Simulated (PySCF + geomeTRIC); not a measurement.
Caution, from a PySCF single point (TPSSh-D3(BJ)/def2-TZVP) at this geometry: the unrestricted state is spin-contaminated.  The multiplicity is imposed and other spin states were not computed.

Level of theory: BP86-D3(BJ)/def2-SVP in PySCF + geomeTRIC. fastk is a local helper that only speeds up exchange builds. No frequencies were computed at this level.

```python
import json, numpy as np
from pyscf import gto, dft
from fastk import lowrank_exchange
atoms = """
W      0.087427    -0.217848    -0.064894
Cl    -0.591314     1.860232     0.557089
Cl    -1.681880    -1.343613    -0.441728
Cl     2.217152    -0.197658    -0.018948
"""
def scf(charge, spin, dm0=None):
    mol = gto.M(atom=atoms, basis='def2-svp', ecp={'W': 'def2-svp'}, charge=charge, spin=spin, verbose=3, max_memory=5040)
    mf = dft.KS(mol, xc='bp86').density_fit(auxbasis="def2-universal-jkfit")
    mf.disp = 'd3bj'
    mf.grids.level = 3
    mf.conv_tol = 1e-8
    mf.max_cycle = 120
    mf.level_shift = 0.25
    mf.kernel(dm0)
    if not mf.converged:
        mf = mf.newton().run(mf.mo_coeff, mf.mo_occ).undo_soscf()
    return mf
mf = scf(0, 1)
lowrank_exchange(mf)  # same exchange matrices as the stock routine, built faster for response steps
mo, _, stable, _ = mf.stability(return_status=True)
if not stable:
    mf.kernel(mf.make_rdm1(mo, mf.mo_occ))
del mf.get_jk
from pyscf.geomopt.geometric_solver import kernel as optimize
path = []
done, mol = optimize(mf, maxsteps=120, assert_convergence=False, callback=lambda env: path.append((env["energy"], bool(env["g_scanner"].converged))))
res = dict(converged=bool(done and path[-1][1]), energy=path[-1][0], path=[e for e, c in path], xyz=mol.atom_coords(unit="Angstrom").tolist(), nao=mol.nao)
json.dump(res, open("result.json", "w"))
```

Output:

```
converged SCF energy = -1447.58500791461  <S^2> = 0.76677321  2S+1 = 2.0167035
<class 'pyscf.df.df_jk.DFUKS'> wavefunction is stable in the internal stability analysis
Geometry optimization cycle 1
converged SCF energy = -1447.58500793759  <S^2> = 0.76678183  2S+1 = 2.016712
cycle 1: E = -1447.58500794  dE = -1447.59  norm(grad) = 0.0903461
Geometry optimization cycle 2
SCF not converged.
cycle 2: E = -1447.59734121  dE = -0.0123333  norm(grad) = 0.0106535
Geometry optimization cycle 3
converged SCF energy = -1447.60279090763  <S^2> = 1.4215265  2S+1 = 2.5857506
cycle 3: E = -1447.60279091  dE = -0.0054497  norm(grad) = 0.0136411
Geometry optimization cycle 4
converged SCF energy = -1447.60344399508  <S^2> = 1.4431231  2S+1 = 2.6024013
cycle 4: E = -1447.603444  dE = -0.000653087  norm(grad) = 0.0198535
Geometry optimization cycle 5
converged SCF energy = -1447.60444474162  <S^2> = 1.4600429  2S+1 = 2.6153722
cycle 5: E = -1447.60444474  dE = -0.00100075  norm(grad) = 0.0124482
Geometry optimization cycle 6
converged SCF energy = -1447.60471320641  <S^2> = 1.4743642  2S+1 = 2.626301
cycle 6: E = -1447.60471321  dE = -0.000268465  norm(grad) = 0.00985057
Geometry optimization cycle 7
converged SCF energy = -1447.60505906142  <S^2> = 1.5093562  2S+1 = 2.6528145
cycle 7: E = -1447.60505906  dE = -0.000345855  norm(grad) = 0.00377659
Geometry optimization cycle 8
converged SCF energy = -1447.60509369341  <S^2> = 1.5186031  2S+1 = 2.6597768
cycle 8: E = -1447.60509369  dE = -3.4632e-05  norm(grad) = 0.00117483
Geometry optimization cycle 9
converged SCF energy = -1447.60509745291  <S^2> = 1.5205097  2S+1 = 2.6612101
cycle 9: E = -1447.60509745  dE = -3.7595e-06  norm(grad) = 0.000365835
Geometry optimization cycle 10
converged SCF energy = -1447.60509941477  <S^2> = 1.5204265  2S+1 = 2.6611475
cycle 10: E = -1447.60509941  dE = -1.96186e-06  norm(grad) = 0.000233058
Geometry optimization cycle 11
converged SCF energy = -1447.6051000081  <S^2> = 1.5200667  2S+1 = 2.6608771
cycle 11: E = -1447.60510001  dE = -5.93329e-07  norm(grad) = 0.000238444
Geometry optimization cycle 12
converged SCF energy = -1447.60510069938  <S^2> = 1.5193084  2S+1 = 2.6603071
cycle 12: E = -1447.6051007  dE = -6.91281e-07  norm(grad) = 0.000263375
Geometry optimization cycle 13
converged SCF energy = -1447.60510032813  <S^2> = 1.5185364  2S+1 = 2.6597266
cycle 13: E = -1447.60510033  dE = 3.71252e-07  norm(grad) = 0.000327204
Geometry optimization cycle 14
converged SCF energy = -1447.6051001889  <S^2> = 1.5181203  2S+1 = 2.6594137
cycle 14: E = -1447.60510019  dE = 1.39223e-07  norm(grad) = 0.000286098
<class 'geometric.internal.Distance'> : 3
<class 'geometric.internal.Angle'> : 2
<class 'geometric.internal.OutOfPlane'> : 1
<class 'geometric.internal.TranslationX'> : 1
<class 'geometric.internal.TranslationY'> : 1
<class 'geometric.internal.TranslationZ'> : 1
<class 'geometric.internal.RotationA'> : 1
<class 'geometric.internal.RotationB'> : 1
<class 'geometric.internal.RotationC'> : 1
Step    0 : Gradient = 4.517e-02/5.276e-02 (rms/max) Energy = -1447.5850079376
Step    1 : Displace = 1.028e-01/1.455e-01 (rms/max) Trust = 1.000e-01 (=) Grad = 5.327e-03/7.458e-03 (rms/max) E (change) = -1447.5973412085 (-1.233e-02) Quality = 0.896
Step    2 : Displace = 4.210e-02/4.939e-02 (rms/max) Trust = 1.414e-01 (+) Grad = 6.821e-03/8.391e-03 (rms/max) E (change) = -1447.6027909076 (-5.450e-03) Quality = 10.724
Step    3 : Displace = 2.019e-01/2.452e-01 (rms/max) Trust = 2.000e-01 (+) Grad = 9.927e-03/1.211e-02 (rms/max) E (change) = -1447.6034439951 (-6.531e-04) Quality = 0.276
Step    4 : Displace = 7.404e-02/8.786e-02 (rms/max) Trust = 2.000e-01 (=) Grad = 6.224e-03/7.946e-03 (rms/max) E (change) = -1447.6044447416 (-1.001e-03) Quality = 1.184
Step    5 : Displace = 2.000e-02/2.381e-02 (rms/max) Trust = 2.828e-01 (+) Grad = 4.925e-03/5.813e-03 (rms/max) E (change) = -1447.6047132064 (-2.685e-04) Quality = 1.613
Step    6 : Displace = 3.670e-02/4.792e-02 (rms/max) Trust = 3.000e-01 (+) Grad = 1.888e-03/2.747e-03 (rms/max) E (change) = -1447.6050590614 (-3.459e-04) Quality = 1.170
Step    7 : Displace = 1.213e-02/1.528e-02 (rms/max) Trust = 3.000e-01 (=) Grad = 5.874e-04/9.133e-04 (rms/max) E (change) = -1447.6050936934 (-3.463e-05) Quality = 1.114
Step    8 : Displace = 3.583e-03/5.622e-03 (rms/max) Trust = 3.000e-01 (=) Grad = 1.829e-04/3.026e-04 (rms/max) E (change) = -1447.6050974529 (-3.760e-06) Quality = 1.249
Step    9 : Displace = 2.946e-03/3.626e-03 (rms/max) Trust = 3.000e-01 (=) Grad = 1.165e-04/1.578e-04 (rms/max) E (change) = -1447.6050994148 (-1.962e-06) Quality = 1.659
Step   10 : Displace = 1.411e-03/1.659e-03 (rms/max) Trust = 3.000e-01 (=) Grad = 1.192e-04/1.664e-04 (rms/max) E (change) = -1447.6051000081 (-5.933e-07) Quality = 1.417
Step   11 : Displace = 2.576e-03/3.043e-03 (rms/max) Trust = 3.000e-01 (=) Grad = 1.317e-04/2.030e-04 (rms/max) E (change) = -1447.6051006994 (-6.913e-07) Quality = 0.521
Step   12 : Displace = 2.675e-03/3.198e-03 (rms/max) Trust = 3.000e-01 (=) Grad = 1.636e-04/2.339e-04 (rms/max) E (change) = -1447.6051003281 (+3.713e-07) Quality = -0.151
Step   13 : Displace = 8.659e-04/1.104e-03 (rms/max) Trust = 1.337e-03 (-) Grad = 1.430e-04/1.759e-04 (rms/max) E (change) = -1447.6051001889 (+1.392e-07) Quality = -0.038
Converged! =D
```

Cost: around 16 core-minutes (rough).
